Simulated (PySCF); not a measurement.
C6H10O2.
Cartesian coordinates in Å at the PBE0-D3(BJ)/def2-SVP level; atoms count from 1:
```xyz
18
C6H10O2 angstrom
C     -0.7889    0.6515    1.6928
C     -0.6557   -0.0896    0.3915
C     -1.8387   -0.9258    0.0211
C      0.4896    0.0536   -0.3273
C      1.5979    0.9346    0.1893
C      0.6951   -0.6392   -1.6248
O     -0.0910   -1.3356   -2.2273
O      1.9233   -0.4221   -2.1354
H     -0.6803    1.7391    1.5491
H     -1.7620    0.4661    2.1671
H     -0.0006    0.3557    2.4049
H     -2.1342   -1.5467    0.8831
H     -2.6987   -0.2644   -0.1863
H     -1.6630   -1.5533   -0.8560
H      2.4533    0.9524   -0.4926
H      1.9581    0.5908    1.1731
H      1.2531    1.9727    0.3265
H      1.9444   -0.9248   -2.9633
```

All values: wB97X-D/def2-SVPD (PySCF, non-relativistic), on one gas-phase PBE0-D3(BJ)/def2-SVP geometry that isn't relaxed in the solvent. The solvent is an IEF-PCM continuum (cavity from Bondi-type radii × 1.2), and excitations are vertical TDDFT with non-equilibrium linear response and a frozen core. The model holds no explicit solvent molecules, cavitation or dispersion.

```tsv
run	E − E(gas) (kJ/mol)	HOMO (eV)	HOMO–LUMO gap (eV)	dipole (D)	lowest singlet (eV)	static polarisability (au)
gas	0.00	-8.93	9.56	2.00	5.04	82.8
P	-18.32	-8.88	9.51	2.56	5.14	103.0
Q	-21.05	-8.87	9.51	2.65	5.15	106.5
```

Question: The runs were made in chloroform and tetrahydrofuran. Which run belongs to which solvent?

Answer: P = chloroform, Q = tetrahydrofuran. The dielectric constants are 4.711 (chloroform), 7.426 (tetrahydrofuran), and the energy falls further as ε rises. The optical constants n² used for the excitations are 2.09, 1.97 in the same order. In this model the ground state sees the solvent through ε alone.

Question: How constant is the ratio of the lowering to (ε − 1)/(2ε + 1)?

Answer: 
```tsv
solvent	(ε − 1)/(2ε + 1)	E − E(gas) (kJ/mol)	ratio (kJ/mol)	polarisation term (kJ/mol)
chloroform	0.356	-18.32	-51.4	-20.33
tetrahydrofuran	0.405	-21.05	-51.9	-23.75
```

The ratio changes by +1.0 % in size from chloroform to tetrahydrofuran. The polarisation term is half the interaction of the solute with the induced surface charges.

The run took about 80 s of CPU time (one thread, shared machine). This is the whole response run at wB97X-D/def2-SVPD in tetrahydrofuran, SCF included.

Note: wB97X-D ran without an empirical dispersion term, which enters the total energy and its gradient alone.
